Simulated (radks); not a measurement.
Question: The mean radii <r> (bohr) of the occupied orbitals of an atom or ion are listed with their occupations. All-electron calculation, scalar-relativistic Kohn-Sham, SCAN, spin-polarised, spherical densities, finite nucleus; meta-GGA in the generalised Kohn-Sham scheme; Fermi nuclear charge, rms radius of each element as measured or else 0.836 A^(1/3) + 0.57 fm. Program: a radial shooting solver on a logarithmic mesh with Libxc functionals.

| orbital | occ. | <r> |
|---|---|---|
| 1s up | 1 | 0.01632 |
| 1s down | 1 | 0.01632 |
| 2s up | 1 | 0.06873 |
| 2s down | 1 | 0.06873 |
| 2p up | 3 | 0.06234 |
| 2p down | 3 | 0.06234 |
| 3s up | 1 | 0.1774 |
| 3s down | 1 | 0.1774 |
| 3p up | 3 | 0.1792 |
| 3p down | 3 | 0.1792 |
| 3d up | 5 | 0.1625 |
| 3d down | 5 | 0.1625 |
| 4s up | 1 | 0.3915 |
| 4s down | 1 | 0.3915 |
| 4p up | 3 | 0.4172 |
| 4p down | 3 | 0.4172 |
| 4d up | 5 | 0.4397 |
| 4d down | 5 | 0.4397 |
| 5s down | 1 | 0.8792 |
| 5s up | 1 | 0.8789 |
| 4f up | 7 | 0.4677 |
| 4f down | 7 | 0.4677 |
| 5p down | 3 | 1.007 |
| 5p up | 3 | 1.007 |
| 5d up | 5 | 1.396 |
| 5d down | 5 | 1.385 |
| 6s up | 1 | 2.498 |
| 6s down | 1 | 2.444 |
| 6p up | 1 | 3.682 |

Name the element and its charge. Open shells, if any, are filled with parallel spins first.

Answer: Z = 81, thallium, charge 0: Tl in [Hg] 6p1. The 1s radius gives Z: for a bare nucleus <r> = (2 gamma + 1)/(2Z) with gamma = sqrt(1 - (Z/c)^2), 0.01613 bohr for Z = 81, and screening makes it slightly larger (0.01632 here). The occupations add up to 81, and the charge is Z minus that.
